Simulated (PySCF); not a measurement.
C2H6N, SMILES [CH2]CN, multiplicity 2. The structure is a stationary point at PBE0-D3(BJ)/def2-TZVP. The isomer is the one that the SMILES or the coordinates give; other isomers of the formula were not compared. The values are those of a single conformer.

The numbers are results of PBE0-D3(BJ)/def2-TZVP run with PySCF 2.14.0, not measurements.

Harmonic wavenumbers (cm⁻¹): 229, 277, 419, 510, 822, 852, 962, 1087, 1138, 1159, 1316, 1400, 1451, 1477, 1654, 2945, 2959, 3164, 3276, 3527, 3612. Rotational constants (GHz): 37.16, 9.637, 8.298; symmetry number 1.

Task: Work out the zero-point energy and the ideal-gas rigid-rotor harmonic-oscillator thermochemistry at 298.15 K and 1 atm.

Result: ZPE = ½ Σ hcν = ½ × 34238 cm⁻¹ = 48.95 kcal/mol. H − E(el) = 52.42 kcal/mol. Entropy in cal/(mol K): translation 37.28, rotation 22.21, vibration 5.68, spin 1.38, total 66.54. G − E(el) = 32.58 kcal/mol. Cp = 16.95 cal/(mol K).
